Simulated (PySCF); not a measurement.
AlH₃, SMILES [AlH3+] (connectivity only; charge and spin as stated), charge +1, multiplicity 2.

Geometry: ωB97X-D3(BJ)/def2-TZVPD.

The numbers are results of TDA-M06-2X/def2-TZVPD in PySCF, not measurements.

Vertical excitations. Gas-phase values at a fixed geometry.

Computed excitation energies, oscillator strengths and character:
```csv
state,energy (eV),λ (nm),f,main pairs
root 1,3.63,342,0.026,β HOMO→LUMO 93 %
root 2,4.91,252,0.000,α HOMO→LUMO 99 %
root 3,5.86,212,0.000,"α HOMO−1→LUMO 20 %, β HOMO→LUMO+1 78 %"
root 4,6.04,205,0.030,"α HOMO→LUMO+1 52 %, β HOMO−1→LUMO 36 %"
root 5,6.47,192,0.000,"α HOMO−1→LUMO+1 44 %, β HOMO→LUMO+2 50 %"
root 6,6.51,190,0.069,"α HOMO→LUMO+1 41 %, β HOMO−1→LUMO 51 %"
root 7,6.57,189,0.010,"α HOMO−1→LUMO 75 %, β HOMO→LUMO+1 21 %"
root 8,7.43,167,0.013,"α HOMO→LUMO+2 77 %, β HOMO−1→LUMO+2 9 %"
root 9,8.45,147,0.011,"α HOMO−1→LUMO+2 46 %, β HOMO→LUMO+3 43 %"
root 10,8.60,144,0.028,"α HOMO−2→LUMO 23 %, β HOMO−1→LUMO+1 67 %"
```
Unrestricted roots are not spin-pure.
